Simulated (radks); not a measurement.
The silicon ion Si9+, configuration [He] 2s2 2p1 (the NIST ground configuration).

Calculated with a radial shooting solver on a logarithmic mesh with Libxc functionals: Dirac Kohn-Sham, PBE, spin-unpolarised, spherical densities, finite nucleus; open shells fill j = l - 1/2 first; Fermi nuclear charge, rms radius 3.1224 fm.

Energy parts (eV):
part                      energy
total                  -6507.073
kinetic                 6537.717
electron-nucleus      -13842.379
Hartree                 1134.077
exchange-correlation    -336.488

Orbitals (lengths in bohr, moments of r in powers of bohr; r(max) is where P^2 peaks):
[
 {"orbital": "1s1/2", "occ.": "2", "eigenvalue (eV)": "-2140.450", "<r^4>": "0.0006957", "<r^2>": "0.01646", "r(max)": "0.07250"},
 {"orbital": "2s1/2", "occ.": "2", "eigenvalue (eV)": "-405.8246", "<r^4>": "0.1352", "<r^2>": "0.2830", "r(max)": "0.4170"},
 {"orbital": "2p1/2", "occ.": "1", "eigenvalue (eV)": "-374.2699", "<r^4>": "0.09947", "<r^2>": "0.2264", "r(max)": "0.3389"},
 {"orbital": "2p3/2", "occ.": "0", "eigenvalue (eV)": "-373.2665", "<r^4>": "0.1005", "<r^2>": "0.2277", "r(max)": "0.3401"}
]

The highest occupied level is 2p1/2 at -374.27 eV. Summed over all electrons, <r^2> = 0.8252 bohr^2, which gives a Langevin (diamagnetic) susceptibility term of -0.654 x 10^-6 cm^3/mol.
